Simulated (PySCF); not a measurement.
PySCF job for C2H6MgO, SMILES C[O][Mg][CH3], PBE0-D3(BJ)/def2-SVP. Coordinates come from a PBE0-D3(BJ)/def2-SVP optimisation. Other conformers were not sampled.

```python
import numpy as np
from pyscf import gto, scf, dft, df
from pyscf.hessian import thermo

mol = gto.M(
    atom='''
    Mg   -0.00000000    0.00000000    0.62780808
    C     0.00000000   -0.00000000    2.71081107
    H    -0.13866844   -1.01498757    3.11993559
    H    -0.80967079    0.62758418    3.11993558
    H     0.94833923    0.38740339    3.11993558
    O    -0.00000000    0.00000000   -1.15073275
    C     0.00000000   -0.00000000   -2.52089135
    H     0.42154047    0.93569940   -2.94238665
    H     0.59956922   -0.83291447   -2.94238664
    H    -1.02110969   -0.10278494   -2.94238665
    ''',
    basis='def2-SVP',
    charge=0,
    spin=0,
    max_memory=1600,
    verbose=3,
)
mf = dft.RKS(mol, xc='pbe0').density_fit(auxbasis='def2-universal-jkfit')
mf.disp = 'd3bj'
mf.grids.level = 3
mf.conv_tol = 1e-11
mf.max_cycle = 100
mf.kernel()

# [left out here: the lines that compute and print the analytic Hessian (its translational invariance restored by hand, since the grid's response is missing), thermochemistry and intensities]
```

It prints:

```
converged SCF energy = -354.676212631461

WARN: DFTD3 does not support analytical Hessian, using finite difference


WARN: Mole.unit (angstrom) is changed to Bohr

Mode                                 0                   1                   2
Irrep
Freq [cm^-1]                      -13.8254             82.8825             82.9129
Reduced mass [au]                   1.0080              3.1693              3.1693
Force const [Dyne/A]               -0.0001              0.0128              0.0128
Char temp [K]                     -19.8917            119.2494            119.2932
Normal mode                   x     y     z       x     y     z       x     y     z
       0  Mg                 0.00  0.00  0.00   -0.02  0.08 -0.00   -0.08 -0.02 -0.00
       1   C                -0.00 -0.00 -0.00    0.03 -0.10 -0.00    0.10  0.03 -0.00
       2   H                 0.40 -0.06 -0.00    0.04 -0.15 -0.11    0.15  0.04  0.04
       3   H                -0.25 -0.32 -0.00    0.04 -0.15  0.09    0.15  0.04  0.07
       4   H                -0.15  0.38  0.00    0.04 -0.15  0.02    0.15  0.04 -0.12
       5   O                -0.00  0.00  0.00   -0.03  0.11  0.00   -0.11 -0.03  0.00
       6   C                -0.00 -0.00  0.00    0.03 -0.13  0.00    0.13  0.03  0.00
       7   H                 0.37 -0.17 -0.00    0.05 -0.20 -0.14    0.20  0.05  0.11
       8   H                -0.33 -0.24  0.00    0.05 -0.20  0.17    0.20  0.05  0.07
       9   H                -0.04  0.40  0.00    0.05 -0.20 -0.03    0.20  0.05 -0.18
Mode                                 3                   4                   5
Irrep
Freq [cm^-1]                      149.1479            149.1575            431.9434
Reduced mass [au]                   5.8930              5.8928              4.2061
Force const [Dyne/A]                0.0772              0.0772              0.4624
Char temp [K]                     214.5906            214.6044            621.4704
Normal mode                   x     y     z       x     y     z       x     y     z
       0  Mg                -0.01  0.13  0.00    0.13  0.01 -0.00    0.00 -0.00  0.01
       1   C                 0.00 -0.06  0.00   -0.06 -0.00 -0.00   -0.00  0.00  0.21
       2   H                 0.01 -0.12 -0.15   -0.12 -0.01 -0.03   -0.00 -0.00  0.21
       3   H                 0.01 -0.12  0.10   -0.12 -0.01 -0.11   -0.00  0.00  0.21
       4   H                 0.01 -0.12  0.05   -0.12 -0.01  0.14    0.00  0.00  0.21
       5   O                 0.01 -0.16 -0.00   -0.16 -0.01  0.00   -0.00  0.00 -0.09
       6   C                -0.00  0.02 -0.00    0.02  0.00  0.00    0.00 -0.00 -0.12
       7   H                -0.01  0.08  0.11    0.08  0.01  0.06   -0.00 -0.00 -0.12
       8   H                -0.01  0.08 -0.11    0.08  0.01  0.07   -0.00  0.00 -0.12
       9   H                -0.01  0.08 -0.00    0.08  0.01 -0.13    0.00  0.00 -0.12
Mode                                 6                   7                   8
Irrep
Freq [cm^-1]                      593.8920            593.9036            700.5503
Reduced mass [au]                   1.2314              1.2314              7.9010
Force const [Dyne/A]                0.2559              0.2559              2.2846
Char temp [K]                     854.4784            854.4951           1007.9358
Normal mode                   x     y     z       x     y     z       x     y     z
       0  Mg                 0.04 -0.00 -0.00   -0.00 -0.04 -0.00   -0.00 -0.00  0.16
       1   C                -0.11  0.01 -0.00    0.01  0.11 -0.00    0.00  0.00 -0.10
       2   H                 0.23 -0.02  0.05   -0.01 -0.17 -0.67   -0.00 -0.00 -0.11
       3   H                 0.19  0.02  0.55   -0.04 -0.21  0.38   -0.00  0.00 -0.11
       4   H                 0.18 -0.04 -0.60    0.01 -0.22  0.29    0.00  0.00 -0.11
       5   O                -0.01  0.00  0.00    0.00  0.01  0.00   -0.00  0.00 -0.05
       6   C                -0.00  0.00  0.00    0.00  0.00  0.00    0.00 -0.00 -0.11
       7   H                -0.00  0.00 -0.00   -0.00  0.00  0.00   -0.00 -0.00 -0.12
       8   H                -0.00 -0.00 -0.00    0.00  0.00 -0.00   -0.00  0.00 -0.12
       9   H                -0.00  0.00  0.00    0.00  0.00  0.00    0.00  0.00 -0.12
Mode                                 9                  10                  11
Irrep
Freq [cm^-1]                     1148.4519           1189.5487           1189.5574
Reduced mass [au]                   1.2055              1.2971              1.2971
Force const [Dyne/A]                0.9368              1.0814              1.0814
Char temp [K]                    1652.3666           1711.4958           1711.5082
Normal mode                   x     y     z       x     y     z       x     y     z
       0  Mg                -0.00  0.00  0.00   -0.00  0.00  0.00    0.00  0.00 -0.00
       1   C                -0.00 -0.00 -0.12    0.00  0.00 -0.00    0.00 -0.00 -0.00
       2   H                 0.03  0.21  0.48   -0.00  0.00 -0.00   -0.00  0.00  0.00
       3   H                 0.17 -0.13  0.48   -0.00 -0.00 -0.00    0.00  0.00 -0.00
       4   H                -0.20 -0.08  0.48   -0.00  0.00  0.00   -0.00  0.00 -0.00
       5   O                -0.00 -0.00  0.01   -0.05 -0.00 -0.00   -0.00  0.05  0.00
       6   C                 0.00  0.00 -0.01    0.13  0.00  0.00    0.00 -0.13  0.00
       7   H                 0.00  0.00 -0.00   -0.27  0.06 -0.26   -0.07  0.15  0.57
       8   H                 0.00 -0.00 -0.00   -0.24 -0.08 -0.37    0.08  0.18 -0.51
       9   H                -0.00 -0.00 -0.00   -0.13  0.02  0.63   -0.02  0.30 -0.06
Mode                                12                  13                  14
Irrep
Freq [cm^-1]                     1307.3644           1424.2858           1424.2912
Reduced mass [au]                  10.6623              1.0570              1.0570
Force const [Dyne/A]               10.7372              1.2633              1.2633
Char temp [K]                    1881.0063           2049.2301           2049.2380
Normal mode                   x     y     z       x     y     z       x     y     z
       0  Mg                -0.00  0.00 -0.03   -0.00  0.00 -0.00   -0.00 -0.00  0.00
       1   C                 0.00 -0.00  0.01   -0.06  0.01  0.00   -0.01 -0.06  0.00
       2   H                -0.00 -0.01 -0.01    0.71 -0.09  0.01    0.00 -0.16 -0.29
       3   H                -0.01  0.00 -0.01    0.09  0.35 -0.26    0.45  0.45  0.14
       4   H                 0.01  0.00 -0.01    0.02 -0.40  0.25   -0.31  0.53  0.16
       5   O                -0.00 -0.00  0.19    0.00  0.00  0.00   -0.00  0.00 -0.00
       6   C                 0.00  0.00 -0.17    0.00 -0.00 -0.00    0.00  0.00  0.00
       7   H                 0.01  0.01 -0.09   -0.00  0.00  0.00    0.00 -0.00 -0.00
       8   H                 0.01 -0.01 -0.09   -0.00 -0.00 -0.00   -0.00 -0.00  0.00
       9   H                -0.01 -0.00 -0.09    0.00  0.00  0.00    0.00 -0.00  0.00
Mode                                15                  16                  17
Irrep
Freq [cm^-1]                     1474.5249           1474.5280           1482.6441
Reduced mass [au]                   1.0402              1.0402              1.1460
Force const [Dyne/A]                1.3325              1.3325              1.4843
Char temp [K]                    2121.5131           2121.5175           2133.1948
Normal mode                   x     y     z       x     y     z       x     y     z
       0  Mg                 0.00  0.00 -0.00    0.00 -0.00 -0.00    0.00  0.00 -0.01
       1   C                 0.00 -0.00  0.00   -0.00 -0.00  0.00    0.00 -0.00  0.00
       2   H                -0.00  0.00  0.00   -0.00 -0.00 -0.00    0.00  0.00  0.00
       3   H                -0.00 -0.00  0.00    0.00  0.00  0.00    0.00 -0.00  0.00
       4   H                 0.00  0.00 -0.00   -0.00  0.00 -0.00   -0.00 -0.00  0.00
       5   O                 0.01  0.01  0.00    0.01 -0.01  0.00   -0.00  0.00  0.03
       6   C                 0.04  0.03  0.00    0.03 -0.04  0.00   -0.00  0.00  0.10
       7   H                -0.28  0.28  0.31   -0.57  0.16 -0.20   -0.09 -0.20 -0.49
       8   H                -0.56 -0.41  0.01    0.12 -0.12  0.37   -0.13  0.18 -0.49
       9   H                 0.18 -0.31 -0.33    0.02  0.61 -0.17    0.22  0.02 -0.49
Mode                                18                  19                  20
Irrep
Freq [cm^-1]                     2962.0325           3028.5525           3028.5646
Reduced mass [au]                   1.0313              1.1042              1.1042
Force const [Dyne/A]                5.3313              5.9670              5.9670
Char temp [K]                    4261.7052           4357.4127           4357.4302
Normal mode                   x     y     z       x     y     z       x     y     z
       0  Mg                -0.00  0.00  0.00    0.00  0.00  0.00    0.00 -0.00 -0.00
       1   C                -0.00 -0.00 -0.00   -0.00 -0.00 -0.00   -0.00  0.00  0.00
       2   H                -0.00 -0.00  0.00   -0.00  0.00 -0.00   -0.00 -0.00 -0.00
       3   H                -0.00  0.00  0.00   -0.00 -0.00  0.00    0.00 -0.00 -0.00
       4   H                 0.00  0.00  0.00    0.00  0.00  0.00   -0.00 -0.00 -0.00
       5   O                -0.00  0.00 -0.01   -0.00 -0.00 -0.00   -0.00  0.00  0.00
       6   C                -0.00 -0.00 -0.04    0.08  0.04 -0.00    0.04 -0.08  0.00
       7   H                -0.22 -0.48  0.20   -0.21 -0.51  0.21    0.21  0.42 -0.18
       8   H                -0.31  0.43  0.20   -0.05  0.12  0.05   -0.42  0.57  0.27
       9   H                 0.53  0.05  0.20   -0.68 -0.06 -0.26   -0.24 -0.05 -0.09
Mode                                21                  22                  23
Irrep
Freq [cm^-1]                     3039.8226           3141.1904           3141.1954
Reduced mass [au]                   1.0346              1.1002              1.1002
Force const [Dyne/A]                5.6329              6.3963              6.3963
Char temp [K]                    4373.6280           4519.4736           4519.4808
Normal mode                   x     y     z       x     y     z       x     y     z
       0  Mg                -0.00  0.00  0.00    0.00  0.00 -0.00    0.00 -0.00  0.00
       1   C                 0.00  0.00 -0.05    0.06  0.07  0.00    0.07 -0.06 -0.00
       2   H                -0.07 -0.53  0.19   -0.07 -0.59  0.24    0.07  0.39 -0.16
       3   H                -0.42  0.33  0.19   -0.03  0.05  0.02   -0.57  0.44  0.29
       4   H                 0.49  0.20  0.19   -0.60 -0.24 -0.26   -0.29 -0.14 -0.13
       5   O                 0.00  0.00 -0.00    0.00  0.00  0.00    0.00 -0.00  0.00
       6   C                -0.00 -0.00  0.00    0.00  0.00 -0.00    0.00 -0.00 -0.00
       7   H                 0.00  0.00 -0.00   -0.00 -0.00  0.00    0.00  0.00 -0.00
       8   H                 0.00 -0.00 -0.00    0.00 -0.00  0.00   -0.00  0.00  0.00
       9   H                -0.00 -0.00 -0.00   -0.00 -0.00 -0.00   -0.00 -0.00 -0.00
temperature 298.1500 [K]
pressure 101325.00 [Pa]
Rotational constants [GHz] 79.48161 1.98850 1.98850
Symmetry number 3
Zero-point energy (ZPE) 0.07573 [Eh]   198825.001 [J/mol]
                           tot       elec      trans        rot        vib
Entropy [J/mol/K]       319.027      0.000    161.798     93.123     64.106
Cv [J/mol/K]             80.572      0.000     12.472     12.472     55.629
Cp [J/mol/K]             88.887      0.000     20.786     12.472     55.629
Internal energy [J/mol]                      3718.434   3718.434 208382.219
Internal energy [Eh]   -354.59401  -354.67621
Enthalpy [J/mol]                             6197.391   3718.434 208382.219
Enthalpy [Eh]          -354.59307
Gibbs free energy [J/mol]                  -42042.741 -24046.051 189268.910
Gibbs free energy [Eh] -354.62930
mode   freq/cm-1   IR/(km/mol)
   1      -13.83         0.000
   2       82.88         0.013
   3       82.91         0.013
   4      149.15        54.190
   5      149.16        54.188
   6      431.94         0.000
   7      593.89       102.771
   8      593.90       102.770
   9      700.55        49.755
  10     1148.45         0.033
  11     1189.55         0.031
  12     1189.56         0.031
  13     1307.36       381.722
  14     1424.29         0.049
  15     1424.29         0.049
  16     1474.52         0.291
  17     1474.53         0.291
  18     1482.64        44.481
  19     2962.03       180.875
  20     3028.55        71.821
  21     3028.56        71.814
  22     3039.82        11.778
  23     3141.19         7.619
  24     3141.20         7.617
max |gradient| / (hartree/bohr): 5.3658751400337506e-05
APT charges: [ 1.1487 -0.4177 -0.0102 -0.0102 -0.0102 -1.1023  0.7158 -0.1047 -0.1047
 -0.1047]
```

The calculation finished and met its thresholds. The end point has an imaginary mode, so it is no minimum.
